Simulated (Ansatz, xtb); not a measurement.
## Two isomers of C7H5N

We compare I, `C#Cc1cccnc1`, a singlet, with II, `C#Cc1ccncc1`, a singlet. Both are isolated molecules in the gas phase, relaxed with B3LYP-D3(BJ)/def2-SVP.

I (Å):

```yaml
atoms:
  - { symbol: C, position_ang: [1.0893, -1.3953, 1.1364] }
  - { symbol: C, position_ang: [0.9239, -0.3104, 0.6182] }
  - { symbol: C, position_ang: [0.7380, 0.9701, 0.0119] }
  - { symbol: C, position_ang: [-0.3884, 1.2585, -0.7804] }
  - { symbol: C, position_ang: [-0.5079, 2.5268, -1.3419] }
  - { symbol: C, position_ang: [0.4979, 3.4672, -1.0965] }
  - { symbol: C, position_ang: [1.6890, 1.9988, 0.1903] }
  - { symbol: N, position_ang: [1.5731, 3.2094, -0.3468] }
  - { symbol: H, position_ang: [1.2345, -2.3553, 1.5947] }
  - { symbol: H, position_ang: [-1.1482, 0.4917, -0.9441] }
  - { symbol: H, position_ang: [-1.3678, 2.7877, -1.9624] }
  - { symbol: H, position_ang: [0.4295, 4.4734, -1.5257] }
  - { symbol: H, position_ang: [2.5769, 1.8051, 0.8020] }
```

II (Å):

| atom | x (Å) | y (Å) | z (Å) |
| --- | --- | --- | --- |
| C | 0.8996 | -1.4763 | 0.8347 |
| C | 0.7717 | -0.3494 | 0.4038 |
| C | 0.6230 | 0.9795 | -0.1045 |
| C | -0.6097 | 1.4353 | -0.6069 |
| C | -0.6957 | 2.7414 | -1.0902 |
| C | 1.5013 | 3.1630 | -0.6300 |
| C | 1.7044 | 1.8793 | -0.1220 |
| N | 0.3309 | 3.5957 | -1.1065 |
| H | 1.0119 | -2.4739 | 1.2159 |
| H | -1.4796 | 0.7769 | -0.6163 |
| H | -1.6483 | 3.1132 | -1.4851 |
| H | 2.3326 | 3.8771 | -0.6509 |
| H | 2.6818 | 1.5754 | 0.2557 |

Energies in hartree; the thermal terms are from GFN2-xTB frequencies at re-optimised GFN2-xTB minima (ideal gas, soft modes damped towards free rotors, one conformer each, 298.15 K, 1 atm) and include the zero-point energy:

```
                              I           II
E, CCSD(T)/def2-SVP  −323.262856  −323.262390
    E, MP2/def2-SVP  −323.175375  −323.175561
  E, MP2/def2-TZVPP  −323.754206  −323.754606
  zero-point energy     0.094142     0.094177
       H(298 K) − E     0.101835     0.101857
       G(298 K) − E     0.063348     0.064044
```

Q: Correct the CCSD(T) difference for the basis set by the MP2 change, then work out ΔE, ΔE₀, ΔH and ΔG for I → II in kcal/mol (1 Eh = 627.51 kcal/mol) and the equilibrium ratio [II]/[I].

A: 1. Differences II − I: CCSD(T) +0.000466, MP2 in the small set −0.000186, MP2 in the large set −0.000400 Eh.
2. ΔE = +0.000466 + (−0.000400 − (−0.000186)) = +0.000252 Eh = +0.16 kcal/mol.
3. ΔE₀ = ΔE + ΔZPE = +0.000252 + (+0.000035) Eh = +0.18 kcal/mol.
4. ΔH = ΔE + (+0.000022) Eh = +0.17 kcal/mol.
5. ΔG = ΔE + (+0.000696) Eh = +0.59 kcal/mol, so ΔS = (ΔH − ΔG)/T = −5.9 J/(mol K).
6. kT = 0.9442 mEh, so K = [II]/[I] = exp(−ΔG/kT) = exp(−1.00) ≈ 0.37.

The two are too close for this level to say which is favoured. An error of 1 kcal/mol in ΔG would change K by a factor of 5.4. Mirror images and further conformers aren't counted.

As drawn, both hold the same kinds of bond in the same numbers.

Other levels gave ΔE = +0.1 (GFN2-xTB); +0.1 (HF/STO-3G, GFN2-xTB geometries); +0.4 (r2SCAN-D4/def2-SVP, GFN2-xTB geometries); +0.3 (B3LYP-D3(BJ)/def2-SVP); +0.7 (HF/def2-SVP); −0.1 (MP2/def2-SVP); +0.3 (CCSD(T)/def2-SVP) kcal/mol. The correlated steps freeze 8 core orbitals. Programs: Ansatz 0.2.0, xtb 6.7.1.
